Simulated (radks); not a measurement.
Values are calculated unless marked as measured or tabulated.
Q: These are the eigenvalues of the occupied orbitals of an atom or ion with whole-number occupations (hartree). Level of theory: non-relativistic Kohn-Sham, LB94 model potential, spin-polarised, spherical densities, point nucleus (a radial shooting solver on a logarithmic mesh with Libxc functionals).

1s down: -828.0017
1s up: -828.0006
2s up: -119.6272
2s down: -119.6220
2p up: -111.1886
2p down: -111.1870
3s up: -22.83163
3s down: -22.82473
3p up: -19.45663
3p down: -19.44763
3d up: -13.22423
3d down: -13.21023
4s up: -4.44956
4s down: -4.41648
4p up: -3.42053
4p down: -3.38211
4d up: -1.79167
4d down: -1.74486

Which element is it, and in what charge state? The configuration may be excited. Open shells, if any, are filled with parallel spins first.

A: Z = 45, rhodium, charge +3: Rh3+ in [Kr] 4d6. The list shows which subshells hold electrons but not how many an open one holds; the 1s level, -828 hartree, gives Z - s = 40.7 by -(Z - s)^2/2, which with screening narrows Z to a few neighbours, and the depths of the outer levels then fix element, charge and occupations together.
